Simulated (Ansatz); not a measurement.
One change: `[SiH3]C[SiH2]Cl` becomes `Cl[SiH2]CI`.

Ansatz, PBE0-D4/def2-TZVP geometries, multiplicity 1. Each molecule was computed in one conformer, which needn't be the lowest.

Elements past krypton have def2 core potentials.  Spin–orbit coupling is left out; it splits and shifts lone-pair levels of the heavy atoms by tenths of an eV.

```
                                          property  `[SiH3]C[SiH2]Cl`
           HOMO–LUMO gap (ωB97M-V/def2-TZVPP) / eV              12.63
  size of the dipole moment (B3LYP/def2-TZVPP) / D               1.30
    size of the dipole moment (PBE/def2-TZVPP) / D               1.25
                HOMO energy (PBE0/def2-TZVPP) / eV              -8.68
size of the dipole moment (ωB97M-V/def2-TZVPP) / D               1.29
                 LUMO energy (PBE/def2-TZVPP) / eV              -0.90
```

Give the same properties after the change, and the shifts. (Estimate.)

Ansatz gave: 
```json
{"property": "HOMO–LUMO gap (ωB97M-V/def2-TZVPP) / eV", "`Cl[SiH2]CI`": "10.25", "shift": "-2.38"}
{"property": "size of the dipole moment (B3LYP/def2-TZVPP) / D", "`Cl[SiH2]CI`": "1.95", "shift": "0.65"}
{"property": "size of the dipole moment (PBE/def2-TZVPP) / D", "`Cl[SiH2]CI`": "1.86", "shift": "0.61"}
{"property": "HOMO energy (PBE0/def2-TZVPP) / eV", "`Cl[SiH2]CI`": "-7.41", "shift": "1.27"}
{"property": "size of the dipole moment (ωB97M-V/def2-TZVPP) / D", "`Cl[SiH2]CI`": "1.93", "shift": "0.64"}
{"property": "LUMO energy (PBE/def2-TZVPP) / eV", "`Cl[SiH2]CI`": "-2.13", "shift": "-1.23"}
```

With PBE0 the HOMO rises by 1.27 eV and the LUMO falls by 1.21 eV, so the gap narrows by about 2.48 eV. PBE moves the HOMO by 1.11 eV and ωB97M-V by 1.31 eV. Dipoles are sizes alone; their direction can turn.

Positive LUMOs are unbound, so they and the gaps depend on the basis.

B3LYP here is the variant with VWN-RPA as its local correlation; programs differ in this.
